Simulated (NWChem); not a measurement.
System: CH4Cl2Ge; SMILES [CH3][GeH]([Cl])[Cl]

The following NWChem deck was run.

```
start job
memory heap 200 mb stack 900 mb global 1100 mb
geometry units angstroms
  Ge    -0.155291    -0.077495     0.432622
  C     -2.121776    -0.297392     0.271008
  Cl     0.825393    -1.529220    -0.751625
  Cl     0.413187     1.823324    -0.299160
  H      0.385210    -0.202833     1.854324
  H     -2.426258    -1.279917     0.617938
  H     -2.640007     0.458541     0.852563
  H     -2.407964    -0.205711    -0.774116
end
basis spherical
  * library def2-svp
end
dft
  xc xpbe96 cpbe96
  disp vdw 4
  iterations 150
end
driver
  maxiter 120
end
task dft optimize
task dft freq
```

NWChem printed, in part:

```
             Northwest Computational Chemistry Package (NWChem) 7.3.0
             --------------------------------------------------------

 C1  symmetry detected

                             Geometry "geometry" -> ""
                             -------------------------

 Output coordinates in angstroms (scale by  1.889725989 to convert to a.u.)

  No.       Tag          Charge          X              Y              Z
 ---- ---------------- ---------- -------------- -------------- --------------
    1 Ge                  32.0000    -0.28382408     0.00012866     0.34803858
    2 C                    6.0000    -2.01689585    -0.00043783    -0.62046487
    3 Cl                  17.0000     0.84189448    -1.70357109    -0.20137240
    4 Cl                  17.0000     0.84087608     1.70438847    -0.20180962
    5 H                    1.0000    -0.40406141     0.00036757     1.86942954
    6 H                    1.0000    -2.59491650    -0.88423764    -0.36903873
    7 H                    1.0000    -2.59544453     0.88295601    -0.36926567
    8 H                    1.0000    -1.82893157    -0.01447141    -1.69147637

 Effective nuclear repulsion energy (a.u.)     463.0549055218

                                Z-matrix (autoz)
                                --------

 Units are Angstrom for bonds and degrees for angles

      Type          Name      I     J     K     L     M      Value
      ----------- --------  ----- ----- ----- ----- ----- ----------
    1 Stretch                  1     2                       1.98533
    2 Stretch                  1     3                       2.11464
    3 Stretch                  1     4                       2.11466
    4 Stretch                  1     5                       1.52613
    5 Stretch                  2     6                       1.08555
    6 Stretch                  2     7                       1.08545
    7 Stretch                  2     8                       1.08747
    8 Bend                     1     2     6               110.61313
    9 Bend                     1     2     7               110.61895
   10 Bend                     1     2     8               109.24247
   11 Bend                     2     1     3               109.73869
   12 Bend                     2     1     4               109.73473
   13 Bend                     2     1     5               114.67928
   14 Bend                     3     1     4               107.37485
   15 Bend                     3     1     5               107.52207
   16 Bend                     4     1     5               107.51682
   17 Bend                     6     2     7               108.97688
   18 Bend                     6     2     8               108.03715
   19 Bend                     7     2     8               109.30220
   20 Torsion                  3     1     2     6          60.69519
   21 Torsion                  3     1     2     7        -178.45893
   22 Torsion                  3     1     2     8         -58.10033
   23 Torsion                  4     1     2     6         178.45589
   24 Torsion                  4     1     2     7         -60.69823
   25 Torsion                  4     1     2     8          59.66036
   26 Torsion                  5     1     2     6         -60.42937
   27 Torsion                  5     1     2     7          60.41651
   28 Torsion                  5     1     2     8        -179.22490

  pbe96 is a nonlocal functional; adding pw91lda local functional.

                           NWChem Geometry Optimization
                           ----------------------------

[...]

      ----------------------
      Optimization converged
      ----------------------

  Step       Energy      Delta E   Gmax     Grms     Xrms     Xmax
  ---- ---------------- -------- -------- -------- -------- --------
@    7   -3036.68223388 -6.7D-08  0.00008  0.00003  0.00000  0.00000
                                     ok       ok       ok       ok

                                Z-matrix (autoz)
                                --------

 Units are Angstrom for bonds and degrees for angles

      Type          Name      I     J     K     L     M      Value     Gradient
      ----------- --------  ----- ----- ----- ----- ----- ---------- ----------
    1 Stretch                  1     2                       1.94687   -0.00001
    2 Stretch                  1     3                       2.17704   -0.00000
    3 Stretch                  1     4                       2.17701   -0.00001
    4 Stretch                  1     5                       1.54649   -0.00008
    5 Stretch                  2     6                       1.10726    0.00008
    6 Stretch                  2     7                       1.10725    0.00008
    7 Stretch                  2     8                       1.10621    0.00007
    8 Bend                     1     2     6               109.53172   -0.00001
    9 Bend                     1     2     7               109.53655   -0.00001
   10 Bend                     1     2     8               109.06621    0.00001
   11 Bend                     2     1     3               108.56952    0.00001
   12 Bend                     2     1     4               108.57532    0.00001
   13 Bend                     2     1     5               116.70642   -0.00001
   14 Bend                     3     1     4               107.87621   -0.00001
   15 Bend                     3     1     5               107.40195    0.00000
   16 Bend                     4     1     5               107.40489    0.00000
   17 Bend                     6     2     7               109.75352   -0.00000
   18 Bend                     6     2     8               109.46644    0.00001
   19 Bend                     7     2     8               109.47069    0.00000
   20 Torsion                  3     1     2     6          61.50460    0.00001
   21 Torsion                  3     1     2     7        -178.07156   -0.00001
   22 Torsion                  3     1     2     8         -58.27944    0.00000
   23 Torsion                  4     1     2     6         178.53823    0.00001
   24 Torsion                  4     1     2     7         -61.03793   -0.00001
   25 Torsion                  4     1     2     8          58.75419    0.00000
   26 Torsion                  5     1     2     6         -59.97434    0.00001
   27 Torsion                  5     1     2     7          60.44950   -0.00001
   28 Torsion                  5     1     2     8        -179.75838    0.00000

[...]

 Rotational Constants
 --------------------
 A=   0.116963 cm-1  (  0.168280 K)
 B=   0.069479 cm-1  (  0.099962 K)
 C=   0.049873 cm-1  (  0.071754 K)

 Temperature                      =   298.15K
 frequency scaling parameter      =   1.0000

 Zero-Point correction to Energy  =   28.837 kcal/mol  (  0.045955 au)
 Thermal correction to Energy     =   33.022 kcal/mol  (  0.052623 au)
 Thermal correction to Enthalpy   =   33.614 kcal/mol  (  0.053567 au)

 Total Entropy                    =   83.558 cal/mol-K
   - Translational                =   41.099 cal/mol-K (mol. weight = 159.8909)
   - Rotational                   =   27.766 cal/mol-K (symmetry #  =        1)
   - Vibrational                  =   14.694 cal/mol-K

 Cv (constant volume heat capacity) =   21.072 cal/mol-K
   - Translational                  =    2.979 cal/mol-K
   - Rotational                     =    2.979 cal/mol-K
   - Vibrational                    =   15.113 cal/mol-K

[normal modes left out]

 ----------------------------------------------------------------------------
 Normal Eigenvalue ||           Projected Infra Red Intensities
  Mode   [cm**-1]  || [atomic units] [(debye/angs)**2] [(KM/mol)] [arbitrary]
 ------ ---------- || -------------- ----------------- ---------- -----------
    1       -0.000 ||    0.000067           0.002         0.065       0.036
    2        0.000 ||    0.000349           0.008         0.340       0.189
    3        0.000 ||    0.000264           0.006         0.257       0.143
    4        0.000 ||    0.000490           0.011         0.478       0.265
    5        0.000 ||    0.000577           0.013         0.562       0.312
    6        0.000 ||    0.001247           0.029         1.216       0.675
    7      107.674 ||    0.000050           0.001         0.049       0.027
    8      138.828 ||    0.003408           0.079         3.322       1.845
    9      152.673 ||    0.000469           0.011         0.458       0.254
   10      172.564 ||    0.004623           0.107         4.506       2.502
   11      400.152 ||    0.030287           0.699        29.525      16.395
   12      419.149 ||    0.074345           1.715        72.475      40.244
   13      598.389 ||    0.014993           0.346        14.616       8.116
   14      629.380 ||    0.048605           1.121        47.383      26.311
   15      682.693 ||    0.026211           0.605        25.552      14.188
   16      790.871 ||    0.069062           1.593        67.326      37.385
   17      823.858 ||    0.056210           1.297        54.796      30.427
   18     1203.554 ||    0.005632           0.130         5.491       3.049
   19     1373.040 ||    0.004839           0.112         4.717       2.619
   20     1377.026 ||    0.003680           0.085         3.588       1.992
   21     2101.576 ||    0.097548           2.250        95.094      52.804
   22     2991.538 ||    0.000206           0.005         0.200       0.111
   23     3105.040 ||    0.000151           0.003         0.148       0.082
   24     3113.630 ||    0.000050           0.001         0.049       0.027
 ----------------------------------------------------------------------------
```

Level: PBE-D3(BJ)/def2-SVP.
